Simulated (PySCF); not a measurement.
# F (fluorine, neutral) across methods

[He] 2s1 2p6, 2S determinant (an excited configuration). Computed with PySCF 2.14 in aug-cc-pV5Z, with no relativity, point nucleus.

```tsv
method	E (hartree)	mean ε 2s α (eV)	mean ε 2p α (eV)	mean ε 2p β (eV)	Σ⟨r²⟩ (bohr²)	⟨S²⟩
PW91	-99.0484	-31.328	-12.479	-10.739	11.05	0.753
PBE	-98.9810	-31.297	-12.400	-10.646	11.06	0.754
PBE0	-98.9409	-35.368	-14.995	-12.348	10.92	0.756
BHandHLYP	-98.9685	-39.383	-17.648	-14.025	10.90	0.760
HSE06	-98.9525	-34.911	-14.569	-11.936	10.93	0.756
r2SCAN	-98.9755	-33.273	-13.172	-10.886	10.88	0.757
LDA	-98.4440	-30.982	-12.529	-10.860	11.07	0.753
```

(1) Estimate the same row for UHF.

Answers

(1) E (hartree) = -98.53905; mean ε 2s α (eV) = -47.108; mean ε 2p α (eV) = -22.369; mean ε 2p β (eV) = -16.258; Σ⟨r²⟩ (bohr²) = 10.85; ⟨S²⟩ = 0.775.
